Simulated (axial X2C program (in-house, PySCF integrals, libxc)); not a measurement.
## What spin–orbit coupling does to ZrIn

Computed with an in-house all-electron X2C program for linear molecules (integrals from PySCF). Spin-free means the one-electron spin-free X2C Hamiltonian; two-component (2c) means X2C with spin–orbit coupling and atomic mean-field two-electron Coulomb and Gaunt terms, so the difference of the two also holds small scalar two-electron terms. Basis: In dyall-cv3z [11s12p9d4f1g], Zr dyall-cv3z [11s12p9d6f3g] (cores contracted in-house); Gaussian nuclei, density fitting, unrestricted open shells. Masses: In 114.904 u, Zr 89.905 u.

Spin-free state: M_S = 5/2, Λ = 2 (beyond evenly filled blocks: 2 × σα, π+α, π-α, δ+α); fragments In + Zr.

```
level  Re (Å)  ωe (cm⁻¹)  μ (D)
 PBE0   2.787      182.3   2.55
```

Dipoles are positive if Zr is the positive end.

Two-component determinant lowest at the distance of the search:

Ω = 1/2 (⟨Sz⟩ = 2.49, ⟨Lz⟩ = -1.99 at PBE0); fragments In + Zr.

```json
{"level": "PBE0", "Re (Å)": "2.787", "ωe (cm⁻¹)": "182.1", "μ (D)": "2.56"}
```

Task: From the two tables, how do the constants change at the PBE0 level (2c against spin-free)?

Result: At the PBE0 level Re is unchanged within 0.001 Å and ωe doesn't move by more than 0.2 cm⁻¹.

One determinant describes the state; a PBE0 search over occupations chose it and may have missed a lower one. De is not given where an atomic determinant may have missed its ground term or J level, or where the truncated virtual space spoils (T). Density functionals use the spin component along the axis (collinear). Other states lie close and PBE0, whose exact exchange favours high spin, may order them wrongly; the determinant shown need not be the ground state. The nearest other spin-free determinant of the search, M_S = 3/2, Λ = 2, lies 0.20 eV up at the distance of the search. Without a current term, density functionals place determinants with orbital angular momentum somewhat too high. The spin of this state cannot come from the lowest atoms; the curve heads to a higher limit, and no De is given. With several unpaired electrons one determinant need not be a pure state.
